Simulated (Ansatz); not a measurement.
CH$_{8}$BNOSi (`CB(N)O[SiH3]`). Charge 0, multiplicity 1.

```xyz
13

C    -0.267    0.768    1.264
B    -0.604   -0.385    0.244
N    -1.677   -1.264    0.440
O     0.155   -0.577   -0.896
Si    1.465    0.195   -1.505
H    -0.299    1.745    0.771
H    -0.947    0.807    2.118
H     0.749    0.655    1.657
H    -1.892   -2.001   -0.210
H    -2.290   -1.214    1.232
H     2.614    0.124   -0.563
H     1.828   -0.481   -2.774
H     1.165    1.626   -1.778
```

**Question.** Give the diagnostics of a CCSD(T)/def2-TZVPP run (frozen core, the Gaussian-basis code of Ansatz). (An estimate is asked.)

**Answer.** Computed: T1 = 0.0114, largest single amplitude 0.019, largest double 0.021, (T) share of the correlation energy 3.5 %, 9 CCSD cycles. The RHF solution is stable towards an unrestricted one. T1 lies under the customary mark of 0.02 for closed shells.
